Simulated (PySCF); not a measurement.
# ORD: `N[C@@H]1[C@@H]2CC[C@@H](N)[C@H]12`, C6H12N2

Molfile (atoms numbered from 1):
```
C6H12N2
     RDKit          3D

 20 21  0  0  0  0  0  0  0  0999 V2000
    1.6482   -1.3801   -0.3260 N   0  0  0  0  0  0  0  0  0  0  0  0
    1.6115    0.0493   -0.2217 C   0  0  2  0  0  0  0  0  0  0  0  0
    0.7540    0.7146    0.8196 C   0  0  2  0  0  0  0  0  0  0  0  0
   -0.2820   -0.1345    1.5240 C   0  0  0  0  0  0  0  0  0  0  0  0
   -1.0680   -0.8286    0.4030 C   0  0  0  0  0  0  0  0  0  0  0  0
   -0.9197    0.0497   -0.8501 C   0  0  1  0  0  0  0  0  0  0  0  0
   -2.0758    0.9256   -0.9826 N   0  0  0  0  0  0  0  0  0  0  0  0
    0.3809    0.8123   -0.6328 C   0  0  2  0  0  0  0  0  0  0  0  0
    2.3093   -1.7699    0.3372 H   0  0  0  0  0  0  0  0  0  0  0  0
    1.9266   -1.6632   -1.2591 H   0  0  0  0  0  0  0  0  0  0  0  0
    2.5525    0.5703   -0.4324 H   0  0  0  0  0  0  0  0  0  0  0  0
    1.1647    1.5545    1.3638 H   0  0  0  0  0  0  0  0  0  0  0  0
    0.1741   -0.8618    2.1958 H   0  0  0  0  0  0  0  0  0  0  0  0
   -0.9319    0.5130    2.1170 H   0  0  0  0  0  0  0  0  0  0  0  0
   -2.1211   -0.9457    0.6512 H   0  0  0  0  0  0  0  0  0  0  0  0
   -0.6370   -1.8062    0.2059 H   0  0  0  0  0  0  0  0  0  0  0  0
   -0.8823   -0.5649   -1.7555 H   0  0  0  0  0  0  0  0  0  0  0  0
   -1.9762    1.5256   -1.7949 H   0  0  0  0  0  0  0  0  0  0  0  0
   -2.1440    1.5246   -0.1658 H   0  0  0  0  0  0  0  0  0  0  0  0
    0.5111    1.7262   -1.1997 H   0  0  0  0  0  0  0  0  0  0  0  0
  1  2  1  0
  2  3  1  0
  3  4  1  0
  4  5  1  0
  5  6  1  0
  6  7  1  0
  6  8  1  0
  8  2  1  0
  8  3  1  0
  1  9  1  0
  1 10  1  0
  2 11  1  6
  3 12  1  1
  4 13  1  0
  4 14  1  0
  5 15  1  0
  5 16  1  0
  6 17  1  6
  7 18  1  0
  7 19  1  0
  8 20  1  6
M  END
```

The calculation used TDDFT B3LYP/def2-SVPD circular dichroism and optical rotation, one conformer, gas phase (PySCF). Geometry: GFN2-xTB.

The molecule is flexible and this is one conformer; a measurement averages over conformers. States above about 6.4 eV (minus the energy of the highest occupied orbital) lie near or above the ionisation threshold and depend on the basis.

Stereocentres: C2 R, C3 R, C6 R, C8 R.

Task: Give the optical rotatory dispersion at 633, 589.3, 546, 436, 405, 365, 355 nm.

Result: [α] in deg dm⁻¹ (g/mL)⁻¹:
```tsv
λ (nm)	origin-invariant length gauge	modified velocity gauge	length gauge (centre of mass)	isotropic polarisability (au)
633	+110.6	+95.7	+110.5	84.9
589.3	+130.6	+113.2	+130.5	85.2
546	+156.7	+135.9	+156.6	85.5
436	+279.2	+243.1	+279.1	87.0
405	+343.9	+300.1	+343.8	87.7
365	+472.8	+414.1	+472.8	88.9
355	+518.0	+454.2	+518.0	89.2
```

Task: And for the mirror image at 589.3 nm?

Result: -130.6 deg dm⁻¹ (g/mL)⁻¹ (origin-invariant length gauge): the same size and the opposite sign.

Task: What is the molar rotation [Φ] = [α]·M/100 of the geometry above at 589.3 nm?

Result: With M = 112.18 g/mol, +146.5 deg cm² dmol⁻¹ (origin-invariant length gauge).

The first excitation lies at 5.79 eV (214 nm) with R = +12.6 × 10⁻⁴⁰ esu² cm² (velocity form).
